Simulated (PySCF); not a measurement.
**Computed structure and properties of [Re2]−**

System: [Re2]− (doublet); start: template (D∞h). Method: PySCF 2.14.0, UKS PBE, Re def2-SVP with ECP60; non-relativistic Hamiltonian with scalar-relativistic core potentials where named; density fitting; no spin-orbit coupling.

Input of the relaxation:

```python
mol = gto.M(atom='''
Re     0.00000     0.00000     1.20000
Re     0.00000     0.00000    -1.20000''',
    basis={'Re': 'def2-SVP'},
    ecp={'Re': 'def2-SVP'},
    charge=-1, spin=1)
mf = dft.UKS(mol, xc='PBE')
mf.grids.atom_grid = (50, 194)
mf = mf.density_fit()  # fitting sets: Re def2-universal-JKFIT
mf.conv_tol = 1e-08; mf.max_cycle = 55
mf.kernel(dm0)  # dm0: converged density of the start geometry
# quasi-Newton relaxation in Cartesian coordinates to a largest gradient under 0.00045 Eh/bohr, steps kept in the point group
```

Run from Python with OMP_NUM_THREADS=2; the lines above give its settings. Where DIIS fails, smearing, a level shift and second-order steps follow.
It took 14 s on 2 threads of AMD EPYC 9R45 96-Core Processor (Zen 5), on a shared host, from the converged density of the start.

Course of the relaxation:

```
step  energy above end (eV)  largest force component within the symmetry (eV/Å)
   0                 1.0260                                               4.754
   1                 0.2278                                               3.307
   2                 0.0165                                               1.163
   3                 0.0013                                               0.330
   4                 0.0000                                               0.023
   5                 0.0000                                               0.000
```

Relaxed geometry (D∞h):

```xyz
2

Re    0.0000    0.0000    1.0369
Re    0.0000    0.0000   -1.0369
```

```
contact      Å
Re2–Re1  2.074
```

On the finer grid (75, 302):

| Property | Result |
| --- | --- |
| HOMO | 1.18 eV |
| LUMO | 1.48 eV |
| Dipole about the centre of mass | 0.00 D |
| Spin squared | 0.764 |
| Set of Mulliken populations of Re1 outside the core potential | s 3.77, p 6.20, d 5.50, f 0.03 |
| D3(BJ) dispersion energy (not in the energies) | -0.046 eV |

```tsv
atom	Mulliken (e)	Löwdin (e)	spin (e)
Re1	-0.50	-0.50	0.50
Re2	-0.50	-0.50	0.50
```

The highest filled level lies above zero, as often for anions with such functionals and bases; it isn't the detachment energy.

On the grid (50, 194), as all that follows. Harmonic modes: a minimum; lowest 361 cm⁻¹ (negative: unstable), highest 361 cm⁻¹, zero-point energy 0.022 eV.

One start shape was tried, so this needn't be the lowest isomer.

Open shells may have lower solutions than the one found.
